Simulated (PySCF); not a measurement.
# Gas-phase XPS of `C=C[P@](C)(=O)CCC`, computed

Compound: C₆H₁₃OP.
Cartesian coordinates in Å at the PBE0-D3(BJ)/def2-SVP level; atoms count from 1:
```
atom  x, y, z in Å
C1    -2.6259    2.1522   -0.2617
C2    -2.0046    1.0716   -0.7387
P3    -0.9528    0.1219    0.3867
C4    -1.5558   -1.5884    0.2560
O5    -0.9519    0.6653    1.7849
C6     0.6985    0.1327   -0.3925
C7     1.7578   -0.5182    0.4908
C8     3.1675   -0.3500   -0.0533
H9    -2.4915    2.4298    0.7898
H10   -3.2726    2.7757   -0.8866
H11   -2.1146    0.7570   -1.7838
H12   -1.5783   -1.9367   -0.7872
H13   -2.5692   -1.6242    0.6803
H14   -0.9057   -2.2468    0.8505
H15    0.9375    1.1987   -0.5498
H16    0.6446   -0.3366   -1.3906
H17    1.5335   -1.5923    0.6116
H18    1.6790   -0.0774    1.4979
H19    3.2715   -0.8032   -1.0523
H20    3.4327    0.7154   -0.1442
H21    3.9105   -0.8229    0.6070
```

Method: delta-SCF UKS SCAN, pcX-2 on the ionised atom, pcseg-1 elsewhere, spin-free X2C (PySCF 2.14.0). Each binding energy is the total energy of the core-ionised species, with the hole localised on one atom, minus that of the ground state; both are solved self-consistently, so orbital relaxation is included.

Q: Give the core binding energies atom by atom.

A: 
| atom(s) | environment | level | binding energy (eV) | 2p1/2 (eV) | above the level's lowest (eV) | count |
| --- | --- | --- | --- | --- | --- | --- |
| C1 | terminal =CH2 carbon | C 1s | 290.56 | – | +0.12 | 1 |
| C2 | alkene CH carbon | C 1s | 290.44 | – | 0.00 | 1 |
| P3 | phosphoryl phosphorus | P 2p3/2 | 137.50 | 138.39 | 0.00 | 1 |
| P3 | phosphoryl phosphorus | P 1s | 2151.46 | – | 0.00 | 1 |
| C4 | sp3 carbon bound to phosphorus | C 1s | 290.66 | – | +0.22 | 1 |
| O5 | phosphoryl oxygen | O 1s | 535.69 | – | 0.00 | 1 |
| C6 | sp3 carbon bound to phosphorus | C 1s | 290.46 | – | +0.02 | 1 |
| C7 | chain CH2 carbon | C 1s | 290.67 | – | +0.23 | 1 |
| C8 | methyl carbon | C 1s | 290.63 | – | +0.19 | 1 |

The 6 C 1s values lie within 0.23 eV of each other; Gaussian lines of 0.5 eV full width would blend them into one maximum.

Q: Which photon energy gives electrons from C 1s of C6 a kinetic energy of 100 eV, and what is their de Broglie wavelength?

A: hν = 290.46 + 100 = 390.46 eV, recoil neglected; λ = 12.264 Å/√(E/eV) = 1.23 Å.

The 2p values aren't plain energy differences: one relaxed spin-free 2p hole is combined with a matrix within the shell (ground-state 2p orbital-energy differences and spin–orbit coupling). 2p3/2, the mean of its two sublevels, lies a third of the splitting below the shell's mean and 2p1/2 two thirds above it; the statistical areas are 2:1. 2p1/2 minus 2p3/2 (ligand field included): P 0.89 eV. Isolated species at its PBE0-D3(BJ)/def2-SVP geometry (one conformer only).

The run took 2.1 min of wall time on an AMD EPYC 9R45 with one thread, no GPU, shared host with 96 logical CPUs at a one-minute load of 64, and the process peaked at 0.69 GiB of memory.
